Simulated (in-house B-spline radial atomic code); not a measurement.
Multiplet parameters of the 3d8 shell in Cu3+ ([Ar] 3d8). Computed with an all-electron radial atomic-structure program (B-spline basis): non-relativistic Hartree-Fock, average of configuration, point nucleus.

Slater integrals: F^2 = 112494 cm⁻¹, F^4 = 70253 cm⁻¹. Central-field spin-orbit parameter ζ(3d) = 1025 cm⁻¹ (bare central field on non-relativistic orbitals, without two-electron terms: too large for light atoms, too small for heavy ones).

(1) What are Racah's B and C?

(2) Where do the terms lie in LS coupling, without spin-orbit interaction?

(3) How far can these numbers be trusted?

Results:

(1) B = F^2/49 - 5F^4/441 = 1499 cm⁻¹, C = 35F^4/441 = 5576 cm⁻¹, C/B = 3.72.

(2) In cm⁻¹ above the Hund's-rule term:
| term | expression | energy |
| --- | --- | --- |
| 3F | 0B + 0C | 0 |
| 1D | 5B + 2C | 18648 |
| 3P | 15B + 0C | 22489 |
| 1G | 12B + 2C | 29143 |
| 1S | 22B + 7C | 72014 |

(3) Fits to spectra need these integrals scaled down, since correlation screens the repulsion. Here ζ is 0.68 times B, so LS coupling is a fair start, though levels of equal J in close terms still mix.
